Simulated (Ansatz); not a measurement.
Cost and result for the atomization energy of FGaGeH₅N, SMILES `[NH2][Ga]([F])[GeH3]` (9 atoms, 8 bonds).

```xyz
9

N    -2.0280    0.0132   -0.5596
Ga   -0.2964   -0.4950   -0.5367
F    -0.0041   -1.8195   -1.6667
Ge    1.5561    0.3541    0.7631
H    -2.4134    0.7498    0.0049
H    -2.7145   -0.4217   -1.1529
H     2.1424   -0.7619    1.6405
H     2.6605    0.8770   -0.1672
H     1.0974    1.5041    1.6745
```

The species carries charge 0 and has multiplicity 1. Correlated methods include outer-core shells of Ga, Ge, which these sets cover unevenly. Scalar relativity is left out up to krypton. Geometry: relaxed with PBE0-D4/def2-TZVP. It is one conformer, not always the lowest. Program: Ansatz. All runs use 4 threads of an Arm Neoverse V2 on a shared host. Times are those of one run each, without the atoms' runs, and a repeat can differ threefold. Electronic energies, without spin–orbit coupling; frozen cores. CCSD(T)/CBS adds CCSD(T) − MP2 in def2-TZVPP to the MP2 limit, and its time is that of the two runs behind it. T1 = 0.013. With those shells the extrapolation isn't a true limit. B3LYP takes the VWN-RPA correlation (the form of Gaussian; ORCA's B3LYP/G).

CCSD(T)/CBS is a level of theory with its own doubt, some kJ/mol a heavy atom from the limit and from the frozen cores, so smaller differences don't rank the functionals.

| level | functions | wall time | atomization (kJ/mol) | difference from CCSD(T)/CBS | per bond |
| --- | --- | --- | --- | --- | --- |
| LDA (SPW92)/def2-TZVPP | 228 | 1 s | 3060.4 | 369.2 | 46.1 |
| revPBE-D4/def2-TZVPP | 228 | 1.6 s | 2606.7 | -84.5 | -10.6 |
| PBE-D4/def2-TZVPP (with forces) | 228 | 1.9 s | 2682.1 | -9.1 | -1.1 |
| B3LYP-D4/def2-TZVPP (with forces) | 228 | 3.7 s | 2649.7 | -41.5 | -5.2 |
| r2SCANh-D4/def2-TZVPP | 228 | 4.1 s | 2648.8 | -42.4 | -5.3 |
| PBE-QIDH/def2-TZVPP | 228 | 4.4 s | 2638.3 | -52.9 | -6.6 |
| B2PLYP/def2-TZVPP | 228 | 4.5 s | 2635.8 | -55.4 | -6.9 |
| ωB97X-V/def2-TZVPP | 228 | 7 s | 2691.8 | 0.6 | 0.1 |
| B97M-V/def2-TZVPP | 228 | 7.5 s | 2679.5 | -11.7 | -1.5 |
| CCSD(T)/def2-SVP | 117 | 8.5 s | 2491.1 | -200.1 | -25.0 |
| MP2/def2-QZVPP | 442 | 17 s | 2690.4 | -0.8 | -0.1 |
| CCSD(T)/def2-TZVPP | 228 | 2.6 min | 2627.5 | -63.7 | -8.0 |
| CCSD(T)/CBS(def2) | – | 2.9 min | 2691.2 | 0.0 | 0.0 |

The D4 term adds +26.7 kJ/mol with B3LYP and +14.0 kJ/mol with PBE0; it sums over pairs of atoms, weighted by their polarisabilities, and B3LYP, whose exchange is more repulsive, gets the larger term. At CCSD(T), def2-SVP lies −200.1 kJ/mol from the extrapolated value and def2-TZVPP −63.7 kJ/mol: correlation converges slowly with the basis, and small sets miss more of it in the bonded molecule than in its fragments. In def2-TZVPP, CCSD(T) changes the Hartree–Fock value by +776.6 kJ/mol (the triples alone add +40.1 kJ/mol) and MP2 by +801.3 kJ/mol; breaking electron pairs costs correlation energy, which Hartree–Fock lacks.
